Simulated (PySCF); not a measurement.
C8H9 (charge +1).
SMILES: `CC1=CC=CC=C[CH+]1`

The calculation used PBE0-D3(BJ)/def2-SVP geometry optimisation, gas phase (PySCF 2.14.0).

Masses are those of the commonest isotopes; rigid-rotor values at the optimised geometry. 

(1) What are A, B and C (MHz)?

(2) What kind of rotor is it?

(3) What does the inertial defect say?

(4) Where do the levels up to J = 3 lie, in cm⁻¹?

(5) Which types of transition are allowed, and where do some lines up to J = 2 fall?

(6) Estimate the classical rotational partition function at 50 K, 100 K and 298.15 K.

Answers

(1) Ia = 135.88, Ib = 267.74, Ic = 400.47 u·Å²; 505379 MHz·u·Å²/I gives A = 3719, B = 1888, C = 1262 MHz.

(2) An asymmetric top; Ray's κ = -0.491.

(3) Not planar: Δ = Ic − Ia − Ib = -3.16 u·Å². For a rigid frame Δ = −2 Σ m c², so Σ m c² = 1.58 u·Å² lies off the ab plane, practically all of it from hydrogen. The atom farthest from that plane is 1.06 Å away.

(4) Above 0(0,0):
J = 1: 1(0,1) 0.1051, 1(1,1) 0.1662, 1(1,0) 0.1870
J = 2: 2(0,2) 0.3107, 2(1,2) 0.3554, 2(1,1) 0.4180, 2(2,1) 0.6013, 2(2,0) 0.6058
J = 3: 3(0,3) 0.6091, 3(1,3) 0.6367, 3(1,2) 0.7613, 3(2,2) 0.9165, 3(2,1) 0.9377, 3(3,1) 1.2767, 3(3,0) 1.2773
Those of J = 1 are B + C, A + C and A + B.

(5) The dipole components (about the centre of mass, as the species is charged) are |μa| = 0.53 D, |μb| = 0.00 D, |μc| = 0.12 D; the mirror of this Cs structure is the ac plane, so μb vanishes by symmetry and there are no b-type lines. Intensities carry the squares of the components, which stand as 1.00 : 0.05 (a : c). Some of the stronger lines:

```
type  branch         J(Ka,Kc)    MHz  lower level (cm⁻¹)
   a       Q  1(1,0) ← 1(1,1)    626               0.166
   c       Q  2(1,2) ← 2(0,2)   1341               0.311
   c       Q  1(1,1) ← 1(0,1)   1832               0.105
   a       Q  2(1,1) ← 2(1,2)   1877               0.355
   a       R  1(0,1) ← 0(0,0)   3150               0.000
   c       Q  2(2,1) ← 2(1,1)   5495               0.418
   c       R  1(1,0) ← 0(0,0)   5607               0.000
   a       R  2(1,2) ← 1(1,1)   5673               0.166
   a       R  2(0,2) ← 1(0,1)   6164               0.105
   a       R  2(1,1) ← 1(1,0)   6925               0.187
   c       R  2(1,1) ← 1(0,1)   9382               0.105
   c       R  2(2,0) ← 1(1,0)  12554               0.187
   c       R  2(2,1) ← 1(1,1)  13045               0.166
```

(6) Point group Cs, symmetry number σ = 1; q = (√π/σ)·√((kT/h)³/(ABC)), k/h = 20836.6 MHz/K: 20000 at 50 K, 56600 at 100 K, 292000 at 298.15 K.

Stationary, but not proved a minimum. These are rigid-rotor constants of the computed structure; measured ground-state constants (B0) also hold zero-point vibration. A rigid rotor knows nothing of internal rotation, which can split or shift real lines.
